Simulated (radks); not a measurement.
The numbers below are computed, except where a source is named.
Q: Cs-, 56 electrons, occupied as [Xe] 6s2. Level of theory: scalar-relativistic Kohn-Sham, LB94 model potential, spin-unpolarised, spherical densities, finite nucleus; Fermi nuclear charge, rms radius 4.8041 fm; Watson sphere of charge +1 and radius 4.13 bohr (a radial shooting solver on a logarithmic mesh with Libxc functionals). Some entries of the table are withheld. Estimate them.

| orbital | occ. | eigenvalue (hartree) | r(max) (bohr) |
|---|---|---|---|
| 1s | 2 | (1) | 0.01678 |
| 2s | 2 | (2) | 0.09479 |
| 2p | 6 | (3) | 0.07607 |
| 3s | 2 | -43.65689 | 0.2727 |
| 3p | 6 | -36.81383 | (4) |
| 3d | 10 | -26.73163 | 0.2201 |
| 4s | 2 | (5) | 0.6423 |
| 4p | 6 | -6.16516 | 0.6734 |
| 4d | 10 | -2.99469 | 0.7226 |
| 5s | 2 | (6) | 1.519 |
| 5p | 6 | -0.66205 | 1.764 |
| 6s | 2 | -0.19863 | 4.196 |

A: 
(1) 1s eigenvalue (hartree): -1321.496
(2) 2s eigenvalue (hartree): -207.9684
(3) 2p eigenvalue (hartree): -186.7807
(4) 3p r(max) (bohr): 0.2667
(5) 4s eigenvalue (hartree): -8.34046
(6) 5s eigenvalue (hartree): -1.16286
